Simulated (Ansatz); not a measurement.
Start from `N[Si](N)(Cl)Br` and change one atom or group to get `N[Si](N)([SiH3])Cl`.

Ansatz, PBE0-D4/def2-TZVP geometries, multiplicity 1. Each molecule was computed in one conformer, which needn't be the lowest.

Scalar relativity is left out up to krypton.

```tsv
property	`N[Si](N)(Cl)Br`
LUMO energy (PBE/def2-TZVPP) / eV	-0.44
ideal-gas entropy at 298 K and 1 bar (rigid rotor, harmonic PBE0-D4/def2-TZVP) / J/(mol·K)	365
HOMO energy (PBE/def2-TZVPP) / eV	-6.47
size of the dipole moment (ωB97M-V/def2-TZVPP) / D	2.42
size of the dipole moment (B3LYP/def2-TZVPP) / D	2.41
LUMO energy (PBE0/def2-TZVPP) / eV	0.48
```

Q: Give the same properties after the change, and the shifts. (Best estimate.)

A: The calculation gave: 
```
                                                                                  property  `N[Si](N)([SiH3])Cl`  shift
                                                         LUMO energy (PBE/def2-TZVPP) / eV                 -0.58  -0.14
ideal-gas entropy at 298 K and 1 bar (rigid rotor, harmonic PBE0-D4/def2-TZVP) / J/(mol·K)                   387     22
                                                         HOMO energy (PBE/def2-TZVPP) / eV                 -6.06   0.41
                                        size of the dipole moment (ωB97M-V/def2-TZVPP) / D                  2.09  -0.33
                                          size of the dipole moment (B3LYP/def2-TZVPP) / D                  2.09  -0.32
                                                        LUMO energy (PBE0/def2-TZVPP) / eV                  0.25  -0.23
```

With PBE0 the HOMO rises by 0.54 eV and the LUMO falls by 0.23 eV, so the gap narrows by about 0.77 eV. PBE moves the HOMO by 0.41 eV and ωB97M-V by 0.68 eV. The zero-point energy changes by 61.2 kJ/mol with +9 modes. Dipoles are sizes alone; their direction can turn.

B3LYP here is the variant with VWN-RPA as its local correlation; programs differ in this.

Spin–orbit coupling is left out; it splits and shifts lone-pair levels of the heavy atoms by tenths of an eV.
